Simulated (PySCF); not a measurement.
C2H4FGaO.

```xyz
9

Ga    -0.0447    -0.3036     0.0000
F     -1.1115    -1.7247     0.0000
C     -0.7025     1.5190     0.0000
C      0.1465     2.5667     0.0000
H     -1.7916     1.6979     0.0000
H     -0.2179     3.6100     0.0000
H      1.2422     2.4366     0.0000
O      1.7062    -0.7064     0.0000
H      1.8430    -1.6722     0.0000
```
Charge 0, spin multiplicity 1.

Geometry: PBE-D3(BJ)/def2-SVP. The structure was generated by enumeration; whether it is a known compound was not checked. One conformer was computed; it need not be the lowest.

These are PBE0/pcSseg-1 in PySCF values and carry that method's errors. Non-relativistic, no solvent.

### Question
Give the absolute GIAO shielding of each atom: isotropic value and principal components (ppm). (An estimate is asked for; the answer gives what the named calculation found.)

### Answer

| atom | σ(iso) | σ11 | σ22 | σ33 | span |
|---|---|---|---|---|---|
| Ga1 | 1496.9 | 1266.5 | 1475.3 | 1748.8 | 482.3 |
| F2 | 327.4 | 208.3 | 365.8 | 408.3 | 200.0 |
| C3 | 46.6 | -61.5 | 36.4 | 165.0 | 226.5 |
| C4 | 26.3 | -107.4 | 27.7 | 158.6 | 266.1 |
| H5 | 24.9 | 23.5 | 23.9 | 27.3 | 3.9 |
| H6 | 24.1 | 21.0 | 23.6 | 27.8 | 6.8 |
| H7 | 24.3 | 20.3 | 22.7 | 29.8 | 9.5 |
| O8 | 274.7 | 189.8 | 309.3 | 324.9 | 135.1 |
| H9 | 28.9 | 21.3 | 23.7 | 41.8 | 20.5 |
